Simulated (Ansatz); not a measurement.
Input file for Ansatz (a quantum-chemistry and plane-wave program): R-RI-MP2/aug-cc-pV(T+d)Z on ClH7Si2 (a complex), monomers drawn apart or pushed together. Files ending in .json are basis or fitting sets from the Basis Set Exchange.

Ansatz 0.2 input:
```yaml
crystal:
  periodic: [false, false, false]
  atoms:
    - {symbol: Si, position_ang: [0.04874445, 0.00566945, 0.02378797]}
    - {symbol: H, position_ang: [0.53973453, -1.38819971, 0.05790655]}
    - {symbol: H, position_ang: [0.06935450, 0.50378241, -1.37126734]}
    - {symbol: H, position_ang: [0.92632966, 0.86328202, 0.85211315]}
    - {symbol: H, position_ang: [-1.33320496, 0.06924721, 0.54633631]}
    - {symbol: Si, position_ang: [0.13398755, 1.02156351, 3.65262643]}
    - {symbol: Cl, position_ang: [0.02083917, -0.99617583, 3.21105874]}
    - {symbol: H, position_ang: [-0.86287417, 1.73525703, 2.83276774]}
    - {symbol: H, position_ang: [1.49676006, 1.49190253, 3.34115118]}
    - {symbol: H, position_ang: [-0.15775700, 1.19273533, 5.08931631]}
basis:
  gaussian:
    orbitals: aug-cc-pV_T+d_Z.json
    fitting: {mean_field: def2-universal-JKFIT, correlation: aug-cc-pVTZ-RIFIT.json}
magnetization: {spin_polarized: false}
correlation: {method: mp2, electrons: outside_noble_gas}
scf: {lower_state_search: off}
```

It printed:

```
Functional definition: HF
[...]
these checks for a lower state are left out or cut short: stability, starts, cluster_reference, orbital_swaps, neighbouring_geometries, increment
integrals: 0.46 GiB planned
510 factors; integrals over basis functions are off by at most 1.4e0 eV
mean field: 0.70 GiB planned
mean field evaluation 1: about -28339.7056 eV, gradient 1.7e1 eV
mean field evaluation 2: about -28341.0709 eV, gradient 5.4e0 eV
mean field evaluation 4: about -28341.2275 eV, gradient 2.7e-1 eV
mean field -28341.22846936 eV, -1041.5209358745 hartree, gradient 1.2e-6 eV, S^2 0.000000; 0 other end points of the search recorded, 0 dependent functions left out
15 core orbitals not correlated
763 factors; their error is unknown
reference -28341.22846936 eV, -1041.5209358745 hartree; 11, 11 occupied and 300, 300 virtual orbitals, 763 factors
second order -13.06131253 eV of doubles, -0.00000000 eV of singles
Total energy: -28354.28978189 eV, -1042.0009302567 hartree
Checks for a lower state left out: stability, starts, cluster_reference, orbital_swaps, neighbouring_geometries, increment
```

The calculation finished and met its thresholds.

Cost: very roughly 2.9 core-seconds.
